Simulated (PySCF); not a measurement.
These 3 structures share the formula Si5H12. Computed with PBE0-D3(BJ)/def2-SVP geometry optimisation, gas phase in PySCF 2.14.0. Energies are electronic, without zero-point or thermal terms, for one conformer each. No frequencies were run at this level. Point groups hold within 0.08 Å.

Problem. Rank from lowest to highest electronic energy at this level (kJ/mol).
A. `[SiH3:1][SiH2:2][SiH:3]([SiH3:4])[SiH3:5]` with Si1–Si2–Si3–Si4 -178°
B. `[SiH3:1][SiH2:2][SiH2:3][SiH2:4][SiH3:5]` with Si1–Si2–Si3–Si4 87°, Si2–Si3–Si4–Si5 -49°
C. Si(SiH3)4 (`[SiH3][Si]([SiH3])([SiH3])[SiH3]`)

Solution. C (0.0), A (13.4), B (20.0).

Neighbours under 10 kJ/mol apart ([SiH3][SiH2][SiH]([SiH3])[SiH3] and [SiH3][SiH2][SiH2][SiH2][SiH3]) can change places with a better method, another conformer or zero-point energy.

```json
{"SMILES": "[SiH3][Si]([SiH3])([SiH3])[SiH3]", "E (Eh)": "-1453.61021", "E rel (kJ/mol)": "0.0", "dipole (D)": "0.04", "point group": "–", "A, B, C (MHz)": "1035, 1030, 1023"}
{"SMILES": "[SiH3][SiH2][SiH]([SiH3])[SiH3]", "E (Eh)": "-1453.60511", "E rel (kJ/mol)": "13.4", "dipole (D)": "0.10", "point group": "C1", "A, B, C (MHz)": "1831, 784.0, 589.9"}
{"SMILES": "[SiH3][SiH2][SiH2][SiH2][SiH3]", "E (Eh)": "-1453.60259", "E rel (kJ/mol)": "20.0", "dipole (D)": "0.09", "point group": "C1", "A, B, C (MHz)": "1628, 880.3, 637.9"}
```

Problem. How do the relative energies change in single points at PBE0/pcSseg-1 (no added dispersion term) on the same geometries?

Solution. 
| SMILES | PBE0-D3(BJ)/def2-SVP (kJ/mol) | PBE0/pcSseg-1 (kJ/mol) | shift |
| --- | --- | --- | --- |
| [SiH3][Si]([SiH3])([SiH3])[SiH3] | 0.0 | 0.0 | 0.0 |
| [SiH3][SiH2][SiH]([SiH3])[SiH3] | 13.4 | 10.8 | -2.6 |
| [SiH3][SiH2][SiH2][SiH2][SiH3] | 20.0 | 18.2 | -1.8 |

Each column counts from its own lowest isomer. The order is unchanged; the largest shift is 2.6 kJ/mol.

Problem. As an exercise, what shares would exp(−E/RT) give at 500 K from these electronic energies alone (no entropy, no degeneracies)?

Solution. RT = 4.157 kJ/mol: [SiH3][Si]([SiH3])([SiH3])[SiH3] 95.4 %, [SiH3][SiH2][SiH]([SiH3])[SiH3] 3.8 %, [SiH3][SiH2][SiH2][SiH2][SiH3] 0.8 %.
